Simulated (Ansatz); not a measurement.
Total energies of C$_{4}$H$_{2}$F$_{4}$ (`F/C=C/C(F)=C(F)F`).

Cartesian coordinates in Å:
```
F 0.004 -1.702 -2.447
C -0.407 -0.749 -1.613
C 0.222 -0.525 -0.466
C -0.197 0.495 0.455
F -1.264 1.230 0.115
C 0.391 0.767 1.618
F -0.002 1.699 2.446
F 1.442 0.120 2.064
H -1.274 -0.211 -1.975
H 1.084 -1.124 -0.198
```

Charge 0, multiplicity 1. Geometry: relaxed with PBE0-D4/def2-TZVP. It is one conformer, not always the lowest. Basis def2-TZVPP, the Gaussian-basis code of Ansatz.

RPA on PBE orbitals: Hartree–Fock energy of these orbitals -550.45264 Eh, correlation -2.43458 Eh (frozen core).

| functional | energy without D4 (Eh) | D4 term (kJ/mol) |
| --- | --- | --- |
| LDA (SPW92) | -549.25645 | – |
| PBE | -552.60916 | -19.2 |
| revPBE | -552.99420 | -66.5 |
| BLYP | -553.09163 | -43.1 |
| r2SCAN | -552.92034 | -4.9 |
| B97M-V | -553.03199 | – |
| PBE0 | -552.60864 | -16.0 |
| B3LYP | -553.17029 | -30.5 |
| r2SCANh | -552.88829 | -5.2 |
| r2SCAN0 | -552.84247 | -5.7 |
| HSE06 (plane-wave form) | -552.58509 | -14.8 |
| BHLYP | -552.92604 | -21.1 |
| CAM-B3LYP | -553.00021 | -16.0 |
| LC-ωPBE | -552.83754 | – |
| ωB97X-V | -552.98731 | – |
| ωB97M-V | -553.02217 | – |
| B2PLYP | -552.82453 | – |
| PBE-QIDH | -552.52610 | – |

B3LYP takes the VWN-RPA correlation (the form of Gaussian; ORCA's B3LYP/G). HSE06 is the plane-wave form, built on full-range PBE exchange. The double hybrids freeze the cores in their second-order part.

LC-ωPBE has ω = 0.4 bohr⁻¹.
